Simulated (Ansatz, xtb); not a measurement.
## A geometry optimisation of FGeNSi with r2SCAN-D4/def2-SVP

The starting geometry of this gas-phase singlet has its atoms placed at random.

```json
{"atom": "F", "x (Å)": "1.4317", "y (Å)": "0.7374", "z (Å)": "-0.1396"}
{"atom": "Ge", "x (Å)": "-0.1620", "y (Å)": "1.7471", "z (Å)": "0.6118"}
{"atom": "N", "x (Å)": "0.0044", "y (Å)": "0.0787", "z (Å)": "-0.9822"}
{"atom": "Si", "x (Å)": "-1.6151", "y (Å)": "-0.4513", "z (Å)": "0.6501"}
```

Q: Guess where an optimisation with r2SCAN-D4/def2-SVP ends from this start.

A: It ends as a structure given below by its coordinates. Distances that change by over a tenth: Ge2–Si4 (2.64 → 3.42 Å). Contacts that close: F1–Ge2 (2.03 → 1.77 Å), Ge2–N3 (2.31 → 1.83 Å), N3–Si4 (2.36 → 1.59 Å).

The energy falls by 6.81 eV over 14 steps:

```
step  E − E(last) (eV)
   1             6.808
   2             5.328
   4             3.243
   5             2.013
   7             0.600
   8             0.193
  10             0.032
  11             0.005
  13             0.000
  14             0.000
```

Final geometry (Å):

```yaml
atoms:
  - { symbol: F, position_ang: [1.8416, 1.0906, 0.2507] }
  - { symbol: Ge, position_ang: [0.2543, 1.7881, -0.0809] }
  - { symbol: N, position_ang: [-0.7196, 0.2357, -0.0215] }
  - { symbol: Si, position_ang: [-1.7172, -1.0025, -0.0083] }
```

From the same start GFN2-xTB reaches the same bonding as this run.

From so rough a start the end depends on the optimiser's path, so another program may land elsewhere. The end wasn't checked by frequencies. Run with Ansatz 0.2.0, 24 s on 1 thread of Intel(R) Xeon(R) Platinum 8488C (Sapphire Rapids) (shared host).
